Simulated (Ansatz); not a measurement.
Li₅Al₂, relaxed as a doublet with UKS r2SCAN-D4/def2-TZVP in Ansatz, starting from the GFN2-xTB geometry. Force threshold 0.02 eV/Å.

The charge 0 doublet is spin-contaminated (final ⟨S²⟩ up to 0.85, 0.75 for a pure state). The relaxation made no stability test and no search for a lower SCF solution. The structure comes from a short search, and lower isomers may exist.

Start:

```xyz
7

Al    0.0499   -1.4380    0.7187
Al   -2.0869   -1.0709    2.0940
Li   -1.2031    1.0565    0.5389
Li    1.4525    0.9074    0.9338
Li    0.6755    1.6739   -1.3931
Li    1.8893   -0.6973   -1.2094
Li   -0.7772   -0.4316   -1.6830
```

```json
{"step": "1", "energy (eV)": "-14213.9200", "largest force component (eV/Å)": "0.811", "SCF passes": "72"}
{"step": "2", "energy (eV)": "-14214.3941", "largest force component (eV/Å)": "0.365", "SCF passes": "68"}
{"step": "3", "energy (eV)": "-14214.5471", "largest force component (eV/Å)": "0.187", "SCF passes": "72"}
{"step": "4", "energy (eV)": "-14214.6789", "largest force component (eV/Å)": "0.212", "SCF passes": "60"}
{"step": "5", "energy (eV)": "-14214.7810", "largest force component (eV/Å)": "0.150", "SCF passes": "54"}
{"step": "6", "energy (eV)": "-14214.8291", "largest force component (eV/Å)": "0.213", "SCF passes": "59"}
{"step": "7", "energy (eV)": "-14214.9094", "largest force component (eV/Å)": "0.179", "SCF passes": "53"}
{"step": "8", "energy (eV)": "-14214.9623", "largest force component (eV/Å)": "0.073", "SCF passes": "53"}
{"step": "9", "energy (eV)": "-14214.9856", "largest force component (eV/Å)": "0.118", "SCF passes": "52"}
{"step": "10", "energy (eV)": "-14215.0122", "largest force component (eV/Å)": "0.095", "SCF passes": "53"}
{"step": "11", "energy (eV)": "-14215.0516", "largest force component (eV/Å)": "0.108", "SCF passes": "50"}
{"step": "12", "energy (eV)": "-14215.0841", "largest force component (eV/Å)": "0.090", "SCF passes": "50"}
{"step": "13", "energy (eV)": "-14215.1123", "largest force component (eV/Å)": "0.084", "SCF passes": "52"}
{"step": "14", "energy (eV)": "-14215.1419", "largest force component (eV/Å)": "0.074", "SCF passes": "53"}
{"step": "15", "energy (eV)": "-14215.1724", "largest force component (eV/Å)": "0.074", "SCF passes": "52"}
{"step": "16", "energy (eV)": "-14215.1978", "largest force component (eV/Å)": "0.067", "SCF passes": "56"}
{"step": "17", "energy (eV)": "-14215.2012", "largest force component (eV/Å)": "0.075", "SCF passes": "55"}
{"step": "18", "energy (eV)": "-14215.2033", "largest force component (eV/Å)": "0.056", "SCF passes": "59"}
{"step": "19 (rejected)", "energy (eV)": "-14215.2008", "largest force component (eV/Å)": "0.136", "SCF passes": "47"}
{"step": "20", "energy (eV)": "-14215.2090", "largest force component (eV/Å)": "0.023", "SCF passes": "49"}
{"step": "21 (rejected)", "energy (eV)": "-14215.2090", "largest force component (eV/Å)": "0.046", "SCF passes": "46"}
{"step": "22", "energy (eV)": "-14215.2091", "largest force component (eV/Å)": "0.006", "SCF passes": "40"}
```

Force components are those of the run's own axes.

End:

| atom | x (Å) | y (Å) | z (Å) |
| --- | --- | --- | --- |
| Al1 | 0.234 | -0.536 | 0.499 |
| Al2 | -2.345 | -0.325 | 0.220 |
| Li3 | -1.074 | 1.283 | 1.922 |
| Li4 | 2.205 | 1.106 | 1.197 |
| Li5 | -0.343 | 1.332 | -1.235 |
| Li6 | 2.283 | -1.019 | -1.122 |
| Li7 | -0.960 | -1.840 | -1.480 |

Bonds lost: Li3–Li4, Li3–Li5, Li3–Li7, Li4–Li5, Li5–Li6, Li5–Li7, Li6–Li7 (atoms count from 1). Bonds formed: Al1–Li5, Al2–Li5, Al2–Li7 (atoms count from 1). The end is the same structure that another start reached, the lowest one found.

No frequencies were taken in this run, so the end may be a saddle point.

Run time 69 s (4 threads of Intel Xeon Platinum 8488C on a shared host).
